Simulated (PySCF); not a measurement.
Radial density of Rh⁸⁺ (rhodium, charge +8)

UHF, [Kr] 4d1, 2D determinant. Calculation: PySCF 2.14, in an even-tempered Gaussian basis (21 s from 0.18 bohr⁻², ratio 2.5; 15 p from 0.23 bohr⁻², ratio 2.5; 11 d from 0.23 bohr⁻², ratio 2.5; 5 f from 0.98 bohr⁻², ratio 2.7; 4 g from 1.5 bohr⁻², ratio 2.7); scalar relativity by spin-free X2C-1e.

| r (bohr) | 4πr²ρ (e/bohr) | 4πr²(ρα − ρβ) |
| --- | --- | --- |
| 0.0341 | 52.14 | -0.0005 |
| 0.0574 | 52.40 | 0.0042 |
| 0.0966 | 71.78 | 0.0503 |
| 0.162 | 51.35 | 0.2202 |
| 0.273 | 54.60 | 0.2798 |
| 0.460 | 34.22 | -0.0143 |
| 0.773 | 13.27 | 0.7570 |
| 1.30 | 6.070 | 0.8481 |
| 2.19 | 0.1738 | 0.0652 |
| 3.68 | 4.415e-05 | 0.0000 |

Densities and radii are taken from the X2C orbitals without a picture-change correction, which distorts them close to the nucleus.

**Question.** Where is the radial spin density 4πr²(ρα − ρβ) most negative, and why is it negative at all?

**Answer.** Around r = 0.460 bohr, down to -0.0143 e/bohr: exchange with the open shell polarises the paired shells in an unrestricted calculation.
